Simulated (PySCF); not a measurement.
## Excited states of Hf⁴⁺ (hafnium, charge +4)

Ground state [Xe] 4f14, ¹S. Calculation: PySCF 2.14, in def2-TZVPPD with one added diffuse shell each of s, p, d, f type with the def2 core potential (60 electrons) (7s6p4d3f1g, 75 functions); scalar relativity through the core potential. Vertical excitation energies in eV without spin-orbit coupling; excited terms of each kind are numbered among those the solver found. Frozen: nothing.

| term | leading excitation | EOM-EE-CCSD |
| --- | --- | --- |
| 1 3P° | 5p → d | 33.178 |
| 1 3F° | 5p → d | 34.404 |
| 1 1D° | 5p → d | 36.168 |
| 1 3D° | 5p → d | 36.305 |
| 1 1F° | 5p → d | 36.452 |
| 1 1P° | 5p → s | 41.283 |
| 1 3S | 5p → p | 47.406 |
| 1 3D | 5p → p | 48.452 |
| 1 1D | 5p → p | 48.805 |
| 1 1P | 5p → p | 49.074 |
| 1 3P | 5p → p | 49.129 |
| 1 1S | 5p → p | 50.375 |
| 1 3G | 5p → f | 59.155 |
| 1 1G | 5p → f | 59.285 |

The spin-orbit splitting of the hole, absent here, rivals or exceeds the spacing of these terms, so the LS terms are model states.

The 4f shell lies in the core potential, so 4f excitations, among the lowest in this ion, cannot appear.

The solver can miss terms.
